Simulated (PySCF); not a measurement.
# A survey of ¹⁵N NMR shifts

Theoretical values (PySCF): GFN2-xTB geometry, NMR shieldings at PBE0/pcSseg-1/GIAO. Rapidly exchanging positions averaged, in vacuum, single conformer, non-relativistic.

Shieldings were converted by a linear fit to measured shifts: ¹⁵N: δ = -148.07 − 0.921σ (rms 6.3 ppm, 71 shifts vs CH3NO2, solution or neat liquid). A few per cent of atoms miss by over 2 rms, more outside the fitted compound classes.

Q: Give the ¹⁵N shifts of `CC(=O)c1cnn(C)c1Cl`, `COc1ccnnn1`.

A: 
| compound | environment | δ (ppm) |
| --- | --- | --- |
| [CH3:1][C:2](=[O:3])[c:4]1[cH:5][n:6][n:7]([CH3:8])[c:9]1[Cl:10] | N6: pyridine-type nitrogen of an azole | -74.7 |
| [CH3:1][C:2](=[O:3])[c:4]1[cH:5][n:6][n:7]([CH3:8])[c:9]1[Cl:10] | N7: pyrrole-type ring nitrogen | -184.0 |
| [CH3:1][O:2][c:3]1[cH:4][cH:5][n:6][n:7][n:8]1 | N7: pyridine-type ring nitrogen | 102.2 |
| [CH3:1][O:2][c:3]1[cH:4][cH:5][n:6][n:7][n:8]1 | N6: pyridine-type ring nitrogen | -7.7 |
| [CH3:1][O:2][c:3]1[cH:4][cH:5][n:6][n:7][n:8]1 | N8: pyridine-type ring nitrogen | -36.0 |

Q: Order these by ¹⁵N shift, lowest first.
A. C#CCC#N
B. C[P@](=O)(O)c1ccccn1
C. COC(=O)c1pccn1C
D. COCOCC(=O)N(C)C
E. CN(C)[Si@H]([SiH3])[SiH2][SiH3]

A: E (-386.5 ppm, nitrogen bonded to 2 C, Si), D (-288.4 ppm, amide-type nitrogen), C (-207.8 ppm, pyrrole-type ring nitrogen), A (-116.0 ppm, nitrile nitrogen), B (-67.6 ppm, pyridine-type ring nitrogen).
